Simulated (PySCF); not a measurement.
C₃H₆N₂Si, SMILES N#CC/C=N/[SiH3].

Geometry: ωB97X-D3(BJ)/def2-SVP. The structure was generated by enumeration; whether it is a known compound was not checked. The values are those of a single conformer.

Level of theory: r2SCAN/def2-TZVP (PySCF).

Isolated molecule, no solvent.

### Question
Estimate the frontier levels, gap, dipole moment and polarisability. (The exact figures need the calculation; the answer reports its results.)

### Answer

- highest occupied level: -6.68 eV
- lowest empty level: -2.30 eV
- orbital gap: 4.39 eV
- dipole moment: 3.12 D
- quadrupole, principal values (traceless, Buckingham form, about the centre of nuclear charge): -19.07, 7.10, 11.96 D·Å
- mean static polarisability: 74.8 bohr³ (11.09 Å³)
- polarisability, principal values: 56.0, 63.6, 104.9 bohr³
